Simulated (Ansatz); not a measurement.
I4Ta, doublet, at a GFN2-xTB geometry (such geometries of metal compounds can be far from the true shape) (the multiplicity is a formal guess) (core potentials on I, Ta); HF/def2-SV(P) (Ansatz, a quantum-chemistry and plane-wave program).

The Ansatz input:
Ansatz 0.2 input:
```yaml
crystal:
  periodic: [false, false, false]
  atoms:
    - {symbol: Ta, position_ang: [0.00000000, 0.00000000, -0.00000000]}
    - {symbol: I, position_ang: [2.14803797, -0.62112321, -1.53592236]}
    - {symbol: I, position_ang: [0.80329252, 0.39491315, 2.56079741]}
    - {symbol: I, position_ang: [-1.16152379, 2.26305335, -0.94253416]}
    - {symbol: I, position_ang: [-1.78980670, -2.03684329, -0.08234089]}
basis:
  gaussian:
    orbitals: def2-SV_P_.json
hamiltonian:
  xc: hf
magnetization: {spin_polarized: true, initial_magnetization: 1}
```
The basis file holds def2-SV(P) in the JSON format of the Basis Set Exchange.

### Question
What does Ansatz print? Leave out banner, timings and long lists.

### Answer

```
Functional definition: HF
1675 factors; integrals over basis functions are off by at most 1.4e-4 eV
mean field evaluation 1: about -33823.7379 eV, gradient 2.5e1 eV
mean field evaluation 2: about -33824.0269 eV, gradient 2.5e1 eV
mean field evaluation 4: about -33828.5435 eV, gradient 2.4e0 eV
mean field evaluation 8: about -33828.6643 eV, gradient 2.0e-1 eV
mean field evaluation 16: about -33828.6673 eV, gradient 2.5e-5 eV
mean field evaluation 32: about -33825.6685 eV, gradient 2.3e0 eV
mean field evaluation 64: about -33828.6670 eV, gradient 8.1e-2 eV
mean field evaluation 96: about -33828.6671 eV, gradient 2.7e-4 eV
mean field evaluation 128: about -33828.6649 eV, gradient 1.5e-1 eV
mean field evaluation 160: about -33828.6656 eV, gradient 1.6e-1 eV
mean field evaluation 192: about -33827.6882 eV, gradient 7.9e-1 eV
mean field evaluation 224: about -33828.6673 eV, gradient 1.3e-2 eV
mean field evaluation 256: about -33828.6671 eV, gradient 2.1e-3 eV
mean field evaluation 288: about -33825.4946 eV, gradient 2.2e0 eV
mean field evaluation 320: about -33828.6671 eV, gradient 8.9e-5 eV
mean field evaluation 352: about -33823.9529 eV, gradient 5.7e0 eV
mean field evaluation 384: about -33827.7486 eV, gradient 8.2e-3 eV
mean field -33828.66730079 eV, -1243.1805934099 hartree, gradient 4.0e-6 eV, S^2 0.769471; 9 other end points of the search recorded, 0 dependent functions left out
reference -33828.66730079 eV, -1243.1805934099 hartree; 57, 56 occupied and 72, 73 virtual orbitals, 1675 factors
Total energy: -33828.66730079 eV, -1243.1805934099 hartree
```
